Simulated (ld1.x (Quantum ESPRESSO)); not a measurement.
## gallium: variants of one TM potential

Base potential:

```json
{
  "Element": "Ga",
  "Generator": "ld1.x (Quantum ESPRESSO) 7.5",
  "Type": "norm-conserving Troullier–Martins (Kleinman–Bylander form)",
  "Functional": "PBEsol",
  "Relativity": "scalar-relativistic",
  "Frozen core": "[Ar] 3d10",
  "Valence charge": "3",
  "Reference configuration": "4s1 4p0 (charge +2)",
  "Partial waves": "4p (bound, empty): rc 2.10 bohr; 4d channel at 0.3 Ry: rc 1.95 bohr; 4s (bound): rc 1.80 bohr",
  "Local potential": "the s channel",
  "Core correction": "a·sin(br)/r model core inside 1.05 bohr"
}
```

All-electron outer shells of the reference configuration (PBEsol, scalar-relativistic, ld1.x):

| shell | level (eV) | outermost node (bohr) | outermost maximum (bohr) |
| --- | --- | --- | --- |
| 4s | -26.03 | 0.80 | 1.78 |
| 4p | -17.65 | 0.86 | 2.12 |

Cutoffs, loose and tight: the cutoffs (Ry, on a coarse ladder) from which the occupation-weighted sum of valence levels, in a spherical-Bessel basis at the reference potential, stays within 10 and 1 mRy of its value at 400 Ry. They do not see the model core or the augmentation charge, which bear on the density cutoff. Test errors are all-electron minus pseudo excitation energies from the reference, over the configurations 4s2 4p1; 4s2 4p0; 4s2 4p0.5; 4s1 4p1; 4s2 4p1.3; 4s0 4p3; 4s1 4p2. A dash means not determined; rows that change the core or the reference have their own tests.

A true bound ghost makes a file unfit for plane-wave use even where its test errors are small: the radial tests pick states by their node count and pass the ghost by.

```csv
change,outcome,"cutoff, loose","cutoff, tight",bound ghosts,largest test error (meV)
base,generated,12 Ry,35 Ry,d,-161
local potential all-electron potential smoothed inside 1.60 bohr (lloc = -2),generated,12 Ry,35 Ry,none,-150
wave 4d channel at 0.3 Ry: rc 1.95 bohr becomes 4d channel at 0.26 Ry: rc 1.95 bohr,generated,12 Ry,35 Ry,d,-161
reference 4s2 4p0.5,generated,15 Ry,35 Ry,d,-158
wave 4s (bound): rc 1.80 bohr becomes 4s (bound): rc 1.68 bohr,generated,12 Ry,35 Ry,d,-161
functional PBE,generated,12 Ry,35 Ry,d,-155
wave 4d channel at 0.3 Ry: rc 1.95 bohr becomes 4d channel at 0.3 Ry: rc 2.12 bohr,generated,12 Ry,35 Ry,d,-161
```
